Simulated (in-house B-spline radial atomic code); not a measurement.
**Response and correlation of the osmium ion Os⁶⁴⁺**

Closed shell [Ne] 3s2. Computed with a B-spline radial code for spherical atoms: Dirac-Hartree-Fock, relativistic RPA (time-dependent Dirac-Hartree-Fock) for the response and second-order many-body perturbation theory for correlation, no-pair Dirac-Coulomb Hamiltonian, finite nucleus.

```json
{"multipole (bohr³, bohr⁵, bohr⁷)": "dipole", "uncoupled": "0.0023662", "coupled RPA": "0.002822"}
{"multipole (bohr³, bohr⁵, bohr⁷)": "quadrupole", "uncoupled": "2.4904e-05", "coupled RPA": "?"}
{"multipole (bohr³, bohr⁵, bohr⁷)": "octupole", "uncoupled": "5.0223e-07", "coupled RPA": "5.1326e-07"}
```

What is the coupled quadrupole polarisability?

2.7169e-05 atomic units, +9 % against the uncoupled value.

Which subshells carry the dipole polarisability?

3s1/2 99.4 %, 2p3/2 0.4 %, 2p1/2 0.1 %.

What does the dipole shielding factor come to?

The dipole shielding factor is 0.158, against the exact N/Z = 12/76 = 0.158 of the non-relativistic theorem.

Dipole polarisability at imaginary frequency:

```csv
u (Eh),α(iu) (bohr³)
0,0.002822
26.2,0.0006764
78.6,0.0001712
157,8.036e-05
262,4.795e-05
524,2.123e-05
1050,7.381e-06
2620,1.437e-06
```

What dispersion coefficients follow for two such ions (the dispersion part alone)?

C6 = (3/π)∫α(iu)²du = 7.11e-05 hartree·bohr⁶ and C8 = 5.921e-06 hartree·bohr⁸.

Lowest J = 1 odd-parity excitations:

| energy (eV) | oscillator strength | leading channel | weight |
| --- | --- | --- | --- |
| 157.2 | 0.0494 | 3s1/2 → p1/2 | 0.996 |
| 606.04 | 0.625 | 3s1/2 → p3/2 | 0.996 |
| 3501.5 | 0.252 | 3s1/2 → p1/2 | 1.0 |
| 3675.5 | 0.29 | 3s1/2 → p3/2 | 1.0 |
| 4983.4 | 0.067 | 3s1/2 → p1/2 | 1.0 |
| 5070.3 | 0.0925 | 3s1/2 → p3/2 | 1.0 |
| 5769.5 | 0.0291 | 3s1/2 → p1/2 | 1.0 |
| 5819.2 | 0.043 | 3s1/2 → p3/2 | 1.0 |

Second-order correlation energy by the highest angular momentum of the excited pair (hartree): s -0.0258, p -0.2644, d -0.249, f -0.05958, g -0.02162, h -0.00809, i -0.003687, k -0.001909.

What is the second-order correlation energy at the partial-wave limit?

The listed waves sum to -0.63411 hartree; extrapolating the increments as (l + 1/2)⁻⁴ gives -0.63801 hartree, -1.45 eV per electron.
